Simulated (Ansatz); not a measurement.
`CC(O)(F)BCl` + H₂ → `OC(F)BCl` + CH₄  (hydrogenolysis of a C–C bond)

Isolated molecules relaxed with PBE0-D4/def2-TZVP in Ansatz; ΔE leaves out vibrations. CCSD(T)/CBS adds triple-zeta CCSD(T) − MP2 to the extrapolated MP2 energy (def2 sets, frozen cores). This one scheme is used for every species. DFT in def2-TZVPP. One conformer a species, not always the lowest.

`CC(O)(F)BCl`:

Cartesian coordinates in Å:
```
C 0.578 -0.984 -0.309
C -0.461 0.036 0.120
O -1.267 0.446 -0.921
F -1.264 -0.597 1.084
B 0.244 1.278 0.819
Cl 0.783 2.623 -0.124
H 0.066 -1.868 -0.702
H 1.193 -1.300 0.535
H 1.220 -0.565 -1.086
H -1.572 -0.332 -1.401
H 0.479 1.263 1.985
```

H₂:

Cartesian coordinates in Å:
```
H -0.266 -0.008 0.262
H 0.266 0.008 -0.262
```

`OC(F)BCl`:

Cartesian coordinates in Å:
```
O 0.875 -1.148 -0.113
C -0.055 -0.268 0.392
F 0.375 0.247 1.620
B -0.146 0.957 -0.617
Cl -1.658 1.347 -1.368
H 0.809 -1.992 0.345
H -1.013 -0.759 0.605
H 0.813 1.615 -0.863
```

CH₄:

Cartesian coordinates in Å:
```
C 0.000 0.000 0.000
H -1.045 -0.019 -0.307
H 0.257 0.998 0.353
H 0.633 -0.259 -0.849
H 0.156 -0.720 0.803
```

```csv
level,ΔE (kcal/mol),difference from CCSD(T)/CBS
r2SCAN-D4,-10.6,0.1
PBE0-D4,-11.4,-0.7
ωB97X-V,-11.0,-0.3
B2PLYP,-13.1,-2.4
r2SCAN,-11.1,-0.4
SCS-MP2/def2-TZVPP,-11.6,-0.9
CCSD(T)/def2-TZVPP,-11.1,-0.4
HF/def2-QZVPP,-16.5,-5.8
SCS-MP2/def2-QZVPP,-11.4,-0.7
HF/CBS(def2),-16.5,-5.8
CCSD(T)/CBS,-10.7,0
```

Largest T1 diagnostic among the species: 0.013.

In def2-TZVPP, CCSD(T) changes the Hartree–Fock value by +5.4 kcal/mol (the triples alone add +1.1 kcal/mol) and MP2 by +6.2 kcal/mol. The D4 term adds +2.5 kcal/mol with B3LYP and +1.4 kcal/mol with PBE0; it sums over pairs of atoms, weighted by their polarisabilities, and B3LYP, whose exchange is more repulsive, gets the larger term.

B3LYP here is the variant with VWN-RPA as its local correlation; programs differ in this.
